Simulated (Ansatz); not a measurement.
Coupled-cluster diagnostics for [B(OH)4]- (BO4H4⁻), Ansatz.

Geometry of the singlet (r2SCAN-D4/def2-SVPD):

| atom | x (Å) | y (Å) | z (Å) |
| --- | --- | --- | --- |
| B1 | 0.000 | 0.000 | -0.002 |
| O2 | 0.752 | 0.849 | 0.954 |
| H3 | 0.187 | 0.946 | 1.728 |
| O4 | 0.637 | 0.176 | -1.330 |
| H5 | 0.854 | 1.110 | -1.402 |
| O6 | -1.419 | 0.426 | 0.063 |
| H7 | -1.932 | -0.286 | -0.332 |
| O8 | 0.030 | -1.451 | 0.305 |
| H9 | 0.891 | -1.769 | 0.016 |

Correlated methods freeze 5 core orbitals.

Estimate the CCSD(T) correlation energy, the shares of MP2 and (T), T1 and the reference's ⟨S²⟩ for: charge -1, singlet, own geometry in def2-TZVPD; and the rough time on 2 threads of Arm Neoverse V2 on a shared host.


```tsv
state	basis	correlation (eV)	MP2 share (%)	(T) share (%)	T1	⟨S²⟩ (pure)	wall time
charge -1, singlet, own geometry	def2-TZVPD	-31.205	95.7	3.5	0.013	0.00 (0.00)	7.9 min
```
Customary marks for T1 are 0.02 (closed shells), 0.045 (open shells) and about 0.05 (3d metals). T1 stays under 0.02 throughout.
